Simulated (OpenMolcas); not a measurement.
Pt6+ among 8 point charges of -1 e arranged as a cube (Oh), 1.95 Å from the ion.

```yaml
Program: OpenMolcas
Method: CASSCF
Basis: ANO-RCC-VDZP [7s6p4d2f]
Scalar_Hamiltonian: DKH2, point nucleus
Active_space: 4 electrons in 5 orbitals (5d)
State_averaging: 2S+1 = 5 even, 5 roots; 2S+1 = 3 even, 45 roots; 2S+1 = 1 even, 50 roots
Spin-orbit_coupling: state interaction with AMFI integrals over the reference wave functions
```

**Question.** What is the spin-free ground state (labels of O, the rotations of Oh)?

**Answer.** 5T2, 3-fold in its orbital part, 100 % from free-ion D terms; it has the highest spin that d4 allows.

**Question.** Where is the first state of the same spin?

**Answer.** 5E at 3160 cm-1 above the ground state.

**Question.** What are the lowest two levels with spin-orbit coupling?

**Answer.** A 1-fold level A1, then a 3-fold level T1 7528 cm-1 above it. Their leading multiplicities are 5 (59 %) and 5 (82 %).

**Question.** What is χT at 300 K?

**Answer.** 0.03 cm3 K/mol.

**Question.** Which ligand-field parameters describe the states?

**Answer.** A least-squares ligand-field fit to the states below 45000 cm-1, each weighted by its degeneracy and with a free common offset, gives 10Dq = -3279 cm-1 (negative for this site), B = 1002 cm-1 and C = 4203 cm-1 (C/B = 4.19), with an rms deviation of 26 cm-1. 

Spin-orbit coupling mixes the spin-free states strongly: the lowest level takes only 40 % from its leading state, 5T2. Without dynamic correlation the repulsion within the d shell is too large (B by tens of per cent), so at a given field states of lower spin stand too high. Point charges give a weaker field than real ligands, and real ions of this kind are as a rule low spin; the high spin found here belongs to the model. The ground term spreads over less than 5000 cm-1, several times less than with real ligands, so orbital moments are less quenched and χT lies further from the spin-only value than at real sites. This is an electrostatic model: the charges have no orbitals. No measured value stands beside these numbers.
